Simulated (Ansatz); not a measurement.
Consider the isomerisation: `CC1C[SiH2]O1` → `CC(C)O[SiH]`.

Computed with Ansatz on PBE0-D4/def2-TZVP structures; ΔE is electronic, products minus reactants. CBS: MP2 limit from def2 TZ/QZ plus the TZ coupled-cluster correction, frozen cores. DFT in def2-TZVPP. Each species was taken in one conformer, which may not be the lowest.

```json
{"level": "PBE-D4", "ΔE (kcal/mol)": "17.8"}
{"level": "r2SCAN-D4", "ΔE (kcal/mol)": "21.4"}
{"level": "CAM-B3LYP-D4", "ΔE (kcal/mol)": "17.4"}
{"level": "ωB97X-V", "ΔE (kcal/mol)": "21.0"}
{"level": "revPBE", "ΔE (kcal/mol)": "17.3"}
{"level": "r2SCAN", "ΔE (kcal/mol)": "21.5"}
{"level": "HF/def2-TZVPP", "ΔE (kcal/mol)": "18.0"}
{"level": "MP2/def2-QZVPP", "ΔE (kcal/mol)": "21.9"}
```

What does CCSD(T)/CBS give? (Estimate.)

Computed: +18.6 kcal/mol. The listed levels differ from it by -0.8, 2.8, -1.2, 2.4, -1.3, 2.9, -0.6, 3.3 kcal/mol.

Largest T1 diagnostic among the species: 0.014.

From PBE to PBE0 (25 % exact exchange), in def2-TZVPP and without D4, ΔE moves by +2.7 kcal/mol. Leaving LDA and LC-ωPBE aside and taking each functional with its dispersion term where it has one, the values, not all of them listed here, spread over 9.5 kcal/mol, from BLYP-D4 to PBE-QIDH. LDA lies +2.0 kcal/mol from PBE without D4.

CCSD(T)/CBS has its own doubt, a few kJ/mol and more with outer-core shells, so smaller differences from it don't rank the levels.
